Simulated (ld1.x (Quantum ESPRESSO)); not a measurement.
**An all-electron radial function and its pseudo partner (nitrogen (N))**

Columns: radius, all-electron u(r) and pseudo u(r) of the 2p shell (level -20.60 eV) of nitrogen in the configuration [He] 2s2 2p2; PBEsol, scalar-relativistic, PAW scheme, ld1.x (Quantum ESPRESSO) 7.5.

```tsv
r (bohr)	all-electron	pseudo
0.057	0.0306	0.0108
0.115	0.1030	0.0433
0.172	0.1929	0.0944
0.230	0.2901	0.1627
0.288	0.3852	0.2433
0.345	0.4720	0.3299
0.402	0.5500	0.4192
0.460	0.6194	0.5081
0.518	0.6786	0.5909
0.575	0.7272	0.6629
0.632	0.7667	0.7237
0.690	0.7977	0.7725
0.747	0.8200	0.8077
0.805	0.8352	0.8312
0.862	0.8436	0.8438
0.920	0.8462	0.8478
0.977	0.8437	0.8450
1.035	0.8368	0.8373
1.092	0.8263	0.8264
1.150	0.8125	0.8125
1.208	0.7960	0.7960
1.265	0.7777	0.7777
1.322	0.7577	0.7577
1.380	0.7360	0.7360
1.438	0.7133	0.7133
1.495	0.6903	0.6903
```

(1) How many radial nodes do the two functions have?

(2) At about which radius was the pseudo-wave matched?

(3) Is the pseudo-wave norm-conserving?

## Answers

(1) The all-electron 2p function has n − l − 1 = 0; the pseudo-wave has 0.

(2) 1.15 bohr, where the columns begin to agree (steps of 0.06 bohr).

(3) No, it belongs to a PAW set: the norm inside the radius is not constrained, and the difference is carried by the augmentation charge.
